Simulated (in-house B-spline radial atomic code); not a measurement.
Ba. Computed with a B-spline radial atomic code. Model: non-relativistic spherical atom: semilocal Troullier-Martins pseudo-atom, one channel per l, against all electrons, high spin, G0W0 and RPA with empty states to l = 8, local potential for every l without a channel, a model core (radius 0 = none) keeps its share of the functional.

Without relativity these are model numbers for so heavy an element.

What the tables leave out is listed at the end.

The pseudopotential gives back the lowest level of each angular momentum of its own functional in the configuration it was made in; a second state of the same l is only approximately right. Exact exchange, RPA and GW see the smooth pseudo-orbitals and miss the exchange with the core, for which the functional's share stands in. The column with an uncorrelated core keeps all orbitals and exact exchange, and so separates missing core correlation from pseudisation. Only the three outermost levels and the lowest empty one were computed. RPA here is direct RPA, with no exchange kernel, and its energies carry an (l + 1/2)⁻⁴ tail. A hybrid on a potential with a model core restores only its own semilocal share of the core's exchange.

Command:
```bash
python run_psgw.py task.json out
```
Settings (lengths in bohr, energies in hartree):
```
Z                      56
electrons              56
configuration          [Xe] 6s2
generated_in           [Xe] 6s2
functional             pbe,pbe
core_shells            10
radius_factor          1.3
core_correction        False
ion_configuration      [Xe] 6s1
```

Cost of the run: 80 s on 1 thread of Arm Neoverse N1, with other jobs on the host.

Given: made with PBE; model core radius 0 bohr; local radius 2.365 bohr; mean-field start PBE0.

Valence shells of the generating configuration: 5p, 6s.

Channel: s 3.4, p 2.182, d 3.093 (radii in bohr).

Computed: largest level miss in the spin-unpolarised generating configuration 0.001 eV; valence RPA correlation energy all-electron orbitals -0.30882 hartree; all-electron RPA polarisability, core included 172.38 bohr³; pseudo-atom RPA polarisability 159.27 bohr³; ionisation by mean-field pseudo minus all 0.093 eV; ionisation by RPA all-electron 5.2939 eV; ionisation by RPA pseudo minus all 0.195 eV.

```csv
level,occupied,mean-field all-electron (eV),mean-field pseudo minus all (eV),G0W0 all-electron (eV),G0W0 uncorrelated core minus all (eV),G0W0 pseudo minus all (eV),exchange self-energy all-electron (eV),exchange self-energy pseudo (eV)
6s,1,-3.5884,-0.073,-5.2094,0.057,-0.233,-6.0041,-6.2249
5d (empty),0,-1.7333,0.151,-0.59825,0.129,0.179,-4.4583,-2.883
```

What is the valence RPA correlation energy pseudo?

-0.40282 hartree.

What is the ionisation by mean-field all-electron?

4.9632 eV.

Given: mean-field start Hartree-Fock.

Computed: valence RPA correlation energy pseudo -0.3259 hartree; all-electron RPA polarisability, core included 146.45 bohr³; pseudo-atom RPA polarisability 101.18 bohr³; ionisation by mean-field pseudo minus all 0.472 eV; ionisation by RPA all-electron 4.938 eV; ionisation by RPA pseudo minus all 0.233 eV.

| level | occupied | mean-field all-electron (eV) | mean-field pseudo minus all (eV) | G0W0 all-electron (eV) | G0W0 uncorrelated core minus all (eV) | G0W0 pseudo minus all (eV) | exchange self-energy all-electron (eV) | exchange self-energy pseudo (eV) |
| --- | --- | --- | --- | --- | --- | --- | --- | --- |
| 6s | 1 | -4.2865 | -0.543 | -5.1516 | 0.053 | -0.18 | -5.5793 | -6.9138 |
| 5p | 1 | -24.595 | 2.652 | -24.763 | 0.047 | 2.486 | -22.705 | -15.661 |

What is the valence RPA correlation energy all-electron orbitals?

-0.23996 hartree.

What is the ionisation by mean-field all-electron?

4.1294 eV.

Among the listed levels the largest G0W0 shift of the pseudo-atom is +2.49 eV, for 5p on the Hartree-Fock start, while leaving the core uncorrelated moves that level by +0.05 eV. So pseudisation and the lost core exchange, not the missing core correlation, make the error. Not in the tables (levels of low weight, unsolved or above zero; the highest and the empty levels are kept at any weight): the PBE start was refused, since an empty level lay at or below an occupied one; on PBE0 the G0W0 levels 5p (pseudo minus all +1.63 eV, weights 0.55 and 0.30).
